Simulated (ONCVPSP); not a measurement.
An odd input for ONCVPSP 4.0.1 (Te)

Command:

```bash
oncvpsp.x < Te.dat > Te.out
```

Input:

```
# ATOM AND REFERENCE CONFIGURATION
# atsym  z   nc   nv     iexc    psfile
  Te 52.00    9    2        4      upf
#
#   n    l    f
    1    0    2.00
    2    0    2.00
    2    1    6.00
    3    0    2.00
    3    1    6.00
    3    2   10.00
    4    0    2.00
    4    1    6.00
    4    2   10.00
    5    0    2.00
    5    1    4.00
#
# PSEUDOPOTENTIAL AND OPTIMIZATION
# lmax
    1
#
#   l,   rc,      ep,       ncon, nbas, qcut
    0    1.50    0.00    3   14    4.10
    1    2.35    0.00    4    8    3.60
#
# LOCAL POTENTIAL
# lloc, lpopt,  rc(5),   dvloc0
    4    5    1.10    0.00
#
# VANDERBILT-KLEINMAN-BYLANDER PROJECTORs
# l, nproj, debl
    0    2    0.70
    1    3    3.20
#
# MODEL CORE CHARGE
# icmod, fcfact, rcfact
    0    0.00    0.00
#
# LOG DERIVATIVE ANALYSIS
# epsh1, epsh2, depsh
   -2.00    5.00    0.02
#
# OUTPUT GRID
# rlmax, drl
    6.00    0.01
#
# TEST CONFIGURATIONS
# ncnf
    4
# nvcnf
#   n    l    f
    2
    5    0    2.00
    5    1    3.00
#
    2
    5    0    2.00
    5    1    2.00
#
    2
    5    0    2.00
    5    1    1.00
#
    2
    5    0    1.00
    5    1    4.00
#
```

This is an input that runs to its end, with one change: nbas of l = 0 set to 14. The unchanged file is no sound one. Note: ghosts flagged at negative energy: s at -138.9 eV; GHOST(+) flagged for p at 137.8 eV, s at 348.1 eV. A true bound ghost makes a file unfit for plane-wave use.

Task: How does the run end?

Result: The program refuses the input: "test_data: must have ncon+3 <= nbas <= ncon+5, l= 0".

```
ONCVPSP  (Optimized Norm-Conservinng Vanderbilt PSeudopotential)
scalar-relativistic version 4.0.1

test_data: must have ncon+3 <= nbas <= ncon+5, l=   0
 for nproj=2
ERROR: test_data found   1 ERROR; stopping
```
